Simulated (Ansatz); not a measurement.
One change: `N[Si](O)(Cl)Cl` becomes `N[SiH2][Si](N)(Cl)Cl`.

Ansatz, PBE0-D4/def2-TZVP geometries, multiplicity 1. Each molecule was computed in one conformer, which needn't be the lowest.

```csv
property,`N[Si](O)(Cl)Cl`
HOMO–LUMO gap (PBE/def2-TZVPP) / eV,6.24
HOMO energy (B3LYP/def2-TZVPP) / eV,-7.95
HOMO–LUMO gap (B3LYP/def2-TZVPP) / eV,8.01
LUMO energy (PBE/def2-TZVPP) / eV,-0.48
HOMO energy (PBE0/def2-TZVPP) / eV,-8.22
size of the dipole moment (B3LYP/def2-TZVPP) / D,2.90
```

Problem. Give the same properties after the change, and the shifts. (Best estimate.)

Solution. The calculation gave: 
| property | `N[SiH2][Si](N)(Cl)Cl` | shift |
| --- | --- | --- |
| HOMO–LUMO gap (PBE/def2-TZVPP) / eV | 4.89 | -1.35 |
| HOMO energy (B3LYP/def2-TZVPP) / eV | -7.25 | 0.70 |
| HOMO–LUMO gap (B3LYP/def2-TZVPP) / eV | 6.66 | -1.35 |
| LUMO energy (PBE/def2-TZVPP) / eV | -1.23 | -0.75 |
| HOMO energy (PBE0/def2-TZVPP) / eV | -7.45 | 0.77 |
| size of the dipole moment (B3LYP/def2-TZVPP) / D | 2.83 | -0.07 |

With PBE0 the HOMO rises by 0.77 eV and the LUMO falls by 0.82 eV, so the gap narrows by about 1.59 eV. PBE moves the HOMO by 0.60 eV and ωB97M-V by 0.93 eV. Dipoles are sizes alone; their direction can turn.

B3LYP here is the variant with VWN-RPA as its local correlation; programs differ in this.
